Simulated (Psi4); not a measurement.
Psi4 input (wB97X-D/6-31G*):

```
memory 1500 MB

molecule {
1 1
C    -2.42956900    0.23161900   -0.22362800
C    -1.02485400    0.41971800    0.35357600
C    -0.01323300   -0.33430300   -0.50003000
S     1.66925800   -0.19644800    0.26799300
H    -2.72075700   -0.81937000   -0.22369000
H    -3.15000400    0.77896400    0.38257500
H    -2.49480800    0.60946300   -1.24472200
H    -0.77171100    1.48264700    0.37504900
H    -0.99174800    0.05270100    1.38202500
H     0.06069900    0.03953600   -1.51905000
H    -0.19531900   -1.40974800   -0.51169300
H     1.90783700    1.11569500    0.04633200
H     2.45362400   -0.60893400   -0.75422600
symmetry c1
no_reorient
no_com
}

set {
  basis 6-31G*
  reference rks
  scf_type pk
  dft_radial_points 99
  dft_spherical_points 590
  e_convergence 1e-8
  d_convergence 1e-7
  maxiter 150
}

e = energy('wb97x-d')
print_out(f'\nFINAL {e:.10f} DIPOLE {variable("CURRENT DIPOLE")[0]:.6f} {variable("CURRENT DIPOLE")[1]:.6f} {variable("CURRENT DIPOLE")[2]:.6f}\n')
```

From the output:

```
      61A      1.053336    62A      1.299285    63A      1.365015
      64A      1.412478    65A      1.523639    66A      1.659101
      67A      1.777737    68A      1.810843    69A      1.872317
      70A      1.915530    71A      1.974901    72A      2.119618
      73A      2.128430    74A      2.244306    75A      2.300494
      76A      2.315930    77A      2.456418    78A      2.601060
      79A      3.707039    80A      4.055500    81A      4.189469
      82A      4.377539

    Final Occupation by Irrep:
              A
    DOCC [    21 ]
    NA   [    21 ]
    NB   [    21 ]

  @RKS Final Energy:  -517.58222878544939

   => Energetics <=

    Nuclear Repulsion Energy =            173.0359034252449248
    One-Electron Energy =               -1042.9260316855832116
    Two-Electron Energy =                 384.1092146904272795
    DFT Exchange-Correlation Energy =     -31.7958180238221004
    Empirical Dispersion Energy =          -0.0054971917162842
    VV10 Nonlocal Energy =                  0.0000000000000000
    Total Energy =                       -517.5822287854493879

Computation Completed

Properties will be evaluated at   0.000000,   0.000000,   0.000000 [a0]

Properties computed using the SCF density matrix

 Multipole Moments:

 ------------------------------------------------------------------------------------
     Multipole            Electronic (a.u.)      Nuclear  (a.u.)        Total (a.u.)
 ------------------------------------------------------------------------------------

 L = 1.  Multiply by 2.5417464519 to convert [e a0] to [Debye]
 Dipole X            :          1.7021194            0.0000094            1.7021288
 Dipole Y            :          0.0097483           -0.0000189            0.0097294
 Dipole Z            :         -0.4681967           -0.0000076           -0.4682043
 Magnitude           :                                                    1.7653760

 ------------------------------------------------------------------------------------

FINAL -517.5822287854 DIPOLE 1.702129 0.009729 -0.468204

*** Psi4 exiting successfully. Buy a developer a beer!
```

The dipole moment of an ion depends on the origin.

The geometry given is a B3LYP-D3(BJ)/def2-TZVP minimum.
